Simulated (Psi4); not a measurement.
CH₅O, charge +1, singlet, at a GFN2-xTB geometry, with bond 7-2 at 1.3 times its length; TPSS/pcseg-1 run with Psi4.

The Psi4 input:
```
memory 2 GB

molecule mol {
1 1
C    -0.019277    0.751129    0.000910
O    -0.019451   -0.710029    0.073094
H    -1.053935    1.084796    0.062118
H     0.899563   -1.056043    0.066199
H     0.525466    1.124354    0.866679
H     0.439888    1.112447   -0.918223
H    -0.695795   -1.206711   -0.889005
}

set {
  basis pcseg-1
  reference rks
  cholesky_tolerance 1e-6
  scf_type cd
}

energy('tpss')
print_variables()
```

Task: Write the output that Psi4 gives for this input, abridged.

Result: 
```
   => Loading Basis Set <=

    Name: PCSEG-1
    Role: ORBITAL
    Keyword: BASIS

         ---------------------------------------------------------
                                   SCF
               by Justin Turney, Rob Parrish, Andy Simmonett
                          and Daniel G. A. Smith
                              RKS Reference
         ---------------------------------------------------------

  ==> Geometry <==

    Molecular point group: c1
    Full point group: C1

    Geometry (in Angstrom), charge = 1, multiplicity = 1:

       Center              X                  Y                   Z               Mass
    ------------   -----------------  -----------------  -----------------  -----------------
         C           -0.006370533061     0.789761173367    -0.010032184184    12.000000000000
         O           -0.006544533061    -0.671396826633     0.062151815816    15.994914619570
         H           -1.041028533061     1.123428173367     0.051175815816     1.007825032230
         H            0.912469466939    -1.017410826633     0.055256815816     1.007825032230
         H            0.538372466939     1.162986173367     0.855736815816     1.007825032230
         H            0.452794466939     1.151079173367    -0.929165184184     1.007825032230
         H           -0.682888533061    -1.168078826633    -0.899947184184     1.007825032230

  Running in c1 symmetry.

  Rotational constants: A =      3.12723  B =      0.72982  C =      0.68900 [cm^-1]
  Rotational constants: A =  93751.87606  B =  21879.40857  C =  20655.83972 [MHz]
  Nuclear repulsion =   45.173216068766294

  Charge       = 1
  Multiplicity = 1
  Electrons    = 18
  Nalpha       = 9
  Nbeta        = 9

  ==> Algorithm <==

  SCF Algorithm Type is CD.
  DIIS enabled.
  MOM disabled.
  Fractional occupation disabled.
  Guess Type is SAD.
  Energy threshold   = 1.00e-06
  Density threshold  = 1.00e-06
  Integral threshold = 1.00e-12

  ==> Primary Basis <==

  Basis Set: PCSEG-1
    Blend: PCSEG-1
    Number of shells: 27
    Number of basis functions: 53
    Number of Cartesian functions: 55
    Spherical Harmonics?: true
    Max angular momentum: 2

  ==> DFT Potential <==

   => LibXC <=

    Version 7.1.2
    S. Lehtola, C. Steigemann, M. J. T. Oliveira, and M. A. L. Marques,  SoftwareX 7, 1–5 (2018) (10.1016/j.softx.2017.11.002)

   => Composite Functional: TPSS <=

    TPSS Meta-GGA XC Functional

    J. Tao, et al., Phys. Rev. Lett., 91, 146401, 2003

    Deriv               =              1
    GGA                 =           TRUE
    Meta                =           TRUE

    Exchange Hybrid     =          FALSE
    MP2 Hybrid          =          FALSE

   => Exchange Functionals <=

    1.0000   XC_MGGA_X_TPSS

   => Correlation Functionals <=

    1.0000   XC_MGGA_C_TPSS

   => LibXC Density Thresholds  <==

    XC_MGGA_C_TPSS:  1.00E-15
    XC_MGGA_X_TPSS:  1.00E-15

   => Molecular Quadrature <=

    Radial Scheme          =       TREUTLER
    Pruning Scheme         =           NONE
    Nuclear Scheme         =       TREUTLER

    Blocking Scheme        =         OCTREE
    BS radius alpha        =              1
    Pruning alpha          =              1
    Radial Points          =             75
    Spherical Points       =            302
    Total Points           =         152374
    Total Blocks           =           1200
    Max Points             =            256
    Max Functions          =             53
    Weights Tolerance      =       1.00E-15

  ==> Integral Setup <==

  ==> CDJK: Cholesky-decomposed J/K Matrices <==

    J tasked:                     Yes
    K tasked:                      No
    wK tasked:                     No
    Integrals threads:              1
    Algorithm:                   Core
    Integral Cache:              NONE
    Schwarz Cutoff:             1E-12
    Cholesky tolerance:      1.00E-06
    No. Cholesky vectors:         449

  Minimum eigenvalue in the overlap matrix is 1.8891694293E-02.
  Reciprocal condition number of the overlap matrix is 3.6747527157E-03.
    Using symmetric orthogonalization.

  ==> Pre-Iterations <==

  SCF Guess: Superposition of Atomic Densities via on-the-fly atomic UHF (no occupation information).

   -------------------------
    Irrep   Nso     Nmo
   -------------------------
     A         53      53
   -------------------------
    Total      53      53
   -------------------------

  ==> Iterations <==

                        Total Energy        Delta E     RMS |[F,P]|

   @RKS iter SAD:  -115.84741653075184   -1.15847e+02   0.00000e+00
   @RKS iter   1:  -115.79977133281221    4.76452e-02   1.10613e-02 ADIIS/DIIS
   @RKS iter   2:  -115.59712547379270    2.02646e-01   1.65603e-02 ADIIS/DIIS
   @RKS iter   3:  -115.95943728243222   -3.62312e-01   3.22552e-03 ADIIS/DIIS
   @RKS iter   4:  -115.97081795113451   -1.13807e-02   8.98658e-04 ADIIS/DIIS
   @RKS iter   5:  -115.97173838955895   -9.20438e-04   1.12876e-04 ADIIS/DIIS
   @RKS iter   6:  -115.97175426417144   -1.58746e-05   2.03722e-05 DIIS
   @RKS iter   7:  -115.97175471085004   -4.46679e-07   3.20636e-06 DIIS
   @RKS iter   8:  -115.97175472287782   -1.20278e-08   5.98143e-07 DIIS
  Energy and wave function converged.

  ==> Post-Iterations <==

   Electrons on quadrature grid:
      Ntotal   =   17.9999950625 ; deviation = -4.937e-06

    Orbital Energies [Eh]
    ---------------------

    Doubly Occupied:

       1A    -19.268980     2A    -10.285686     3A     -1.309197
       4A     -0.914692     5A     -0.804596     6A     -0.732078
       7A     -0.675304     8A     -0.603190     9A     -0.569223

    Virtual:

      10A     -0.339151    11A     -0.204830    12A     -0.149374
      13A     -0.119361    14A     -0.086249    15A     -0.083419
      16A      0.111625    17A      0.154287    18A      0.181981
      19A      0.202706    20A      0.272011    21A      0.370570
      22A      0.375994    23A      0.411580    24A      0.524300
      25A      0.597194    26A      0.617535    27A      0.678276
      28A      1.054274    29A      1.102063    30A      1.294861
      31A      1.365876    32A      1.376876    33A      1.533599
      34A      1.609350    35A      1.626640    36A      1.637843
      37A      1.659326    38A      1.689993    39A      1.805658
      40A      1.916505    41A      1.965216    42A      2.110297
      43A      2.177742    44A      2.305345    45A      2.376593
      46A      2.476711    47A      2.505322    48A      2.600832
      49A      2.767645    50A      2.882116    51A      2.981797
      52A      3.002861    53A      3.226038

    Final Occupation by Irrep:
              A
    DOCC [     9 ]
    NA   [     9 ]
    NB   [     9 ]

  @RKS Final Energy:  -115.97175472287782

   => Energetics <=

    Nuclear Repulsion Energy =             45.1732160687662940
    One-Electron Energy =                -241.3301106891365748
    Two-Electron Energy =                  95.7007667059821188
    DFT Exchange-Correlation Energy =     -15.5156268084896549
    Empirical Dispersion Energy =           0.0000000000000000
    VV10 Nonlocal Energy =                  0.0000000000000000
    Total Energy =                       -115.9717547228778187

Computation Completed

Properties will be evaluated at   0.000000,   0.000000,   0.000000 [a0]

Properties computed using the SCF density matrix

 Multipole Moments:

 ------------------------------------------------------------------------------------
     Multipole            Electronic (a.u.)      Nuclear  (a.u.)        Total (a.u.)
 ------------------------------------------------------------------------------------

 L = 1.  Multiply by 2.5417464519 to convert [e a0] to [Debye]
 Dipole X            :         -0.0297883            0.1684499            0.1386617
 Dipole Y            :         -1.7585661            1.1704894           -0.5880767
 Dipole Z            :          0.0578595           -0.8124339           -0.7545744
 Magnitude           :                                                    0.9666663

 ------------------------------------------------------------------------------------

  Variable Map:
  ----------------------------------------------------------------------------
  "CURRENT ENERGY"              =>    -115.971754722878
  "CURRENT REFERENCE ENERGY"    =>    -115.971754722878
  "DD SOLVATION ENERGY"         =>       0.000000000000
  "DFT FUNCTIONAL TOTAL ENERGY" =>    -115.971754722878
  "DFT TOTAL ENERGY"            =>    -115.971754722878
  "DFT VV10 ENERGY"             =>       0.000000000000
  "DFT XC ENERGY"               =>     -15.515626808490
  "GRID ELECTRONS ALPHA"        =>       8.999997531252
  "GRID ELECTRONS BETA"         =>       8.999997531252
  "GRID ELECTRONS TOTAL"        =>      17.999995062504
  "NUCLEAR REPULSION ENERGY"    =>      45.173216068766
  "ONE-ELECTRON ENERGY"         =>    -241.330110689137
  "PCM POLARIZATION ENERGY"     =>       0.000000000000
  "PE ENERGY"                   =>       0.000000000000
  "SCF ITERATION ENERGY"        =>    -115.971754722878
  "SCF ITERATIONS"              =>       8.000000000000
  "SCF TOTAL ENERGY"            =>    -115.971754722878
  "TWO-ELECTRON ENERGY"         =>      95.700766705982
  "XC GRID RADIAL POINTS"       =>      75.000000000000
  "XC GRID SPHERICAL POINTS"    =>     302.000000000000
  "XC GRID TOTAL POINTS"        =>  152374.000000000000

  Array Variable Map:
  ----------------------------------------------------------------------------
  "CURRENT DIPOLE"              =>       0.138661693328 ... -0.754574388568 1 by 3
  "SCF DIPOLE"                  =>       0.138661693328 ... -0.754574388568 1 by 3
  "SCF TOTAL ENERGIES"          =>    -115.847416530752 ... -115.971754722878 1 by 9
```
